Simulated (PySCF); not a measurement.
CH6Hf, SMILES [CH3][HfH3], multiplicity 1. Geometry: PBE-D3(BJ)/def2-TZVP. The spin state was assumed, not searched. The def2 effective core potentials stand for the cores of Hf; spin–orbit coupling is left out.

All values below come from PBE-D3(BJ)/def2-TZVP (PySCF).

Harmonic wavenumbers (cm⁻¹): 129, 258, 258, 467, 492, 492, 577, 646, 646, 1118, 1357, 1357, 1645, 1645, 1689, 2919, 3007, 3007. Rotational constants (GHz): 39.61, 6.403, 6.403; symmetry number 3.

**Question.** Work out the zero-point energy and the ideal-gas rigid-rotor harmonic-oscillator thermochemistry at 298.15 K and 1 atm.

**Answer.** ZPE = ½ Σ hcν = ½ × 21707 cm⁻¹ = 31.03 kcal/mol. H − E(el) = 35.18 kcal/mol. Entropy in cal/(mol K): translation 41.73, rotation 20.62, vibration 9.78, total 72.13. G − E(el) = 13.67 kcal/mol. Cp = 20.82 cal/(mol K). Modes under 150 cm⁻¹ make the vibrational entropy uncertain.
